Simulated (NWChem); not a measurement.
# C$_{2}$H$_{5}$FOSi; SMILES O=C(C)[SiH2]F

```xyz
10

C     -1.4275     1.3093     0.0000
C      0.0269     0.9436     0.0000
O      0.9212     1.7627     0.0000
Si     0.6448    -0.8782     0.0000
F     -0.6111    -1.9180     0.0000
H     -1.9238     0.8711    -0.8818
H     -1.5470     2.4019     0.0000
H     -1.9238     0.8711     0.8818
H      1.4508    -1.1033    -1.2295
H      1.4508    -1.1033     1.2295
```
Atoms are numbered in this order, from 1.

All runs: NWChem. All runs use the structure optimised with PBE0/def2-SVP. Total energies compare along this basis series because the functional is fixed.

```tsv
level	basis functions	energy (Ha)	highest occupied level (eV)	orbital gap (eV)	dipole (D)
PBE/def2-SVP	99	-543.1028	-5.54	3.18	1.18
PBE/def2-SVPD	150	-543.1292	?	3.15	1.30
PBE/def2-TZVP	191	-543.5133	-5.75	3.15	1.29
PBE/def2-TZVPP	236	-543.5148	-5.75	3.14	1.30
```

**Question.** Some entries are withheld; supply them.

**Answer.** 
- PBE/def2-SVPD, highest occupied level (eV): -5.86
